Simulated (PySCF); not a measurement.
Sn(H)(Me) (CH4Sn), SMILES [CH3][SnH] (connectivity only; charge and spin as stated), neutral, multiplicity 1. Atoms are numbered in the order given.

```xyz
6

Sn     0.0365     0.3463     0.0000
H     -1.7416     0.4230     0.0000
C      0.0019    -1.8441     0.0000
H     -0.5479    -2.1968     0.8782
H     -0.5479    -2.1968    -0.8782
H      1.0003    -2.2811     0.0000
```

Coordinates come from a r2SCAN-D4/def2-TZVP optimisation. The def2 effective core potentials stand for the cores of Sn; spin–orbit coupling is left out.

Level of theory: B3LYP/def2-TZVPD (PySCF).

Symmetry labels are those of the subgroup Cs that the program uses (full group Cs).

Computed valence orbital energies around the gap with their symmetry:
```tsv
orbital	symmetry	energy (eV)
HOMO−7	A'	-27.27
HOMO−6	A'	-27.16
HOMO−5	A'	-18.46
HOMO−4	A'	-12.37
HOMO−3	A'	-10.83
HOMO−2	A"	-10.75
HOMO−1	A'	-7.57
HOMO	A'	-6.10
LUMO	A"	-2.90
LUMO+1	A'	-0.27
LUMO+2	A'	0.25
LUMO+3	A'	0.78
```
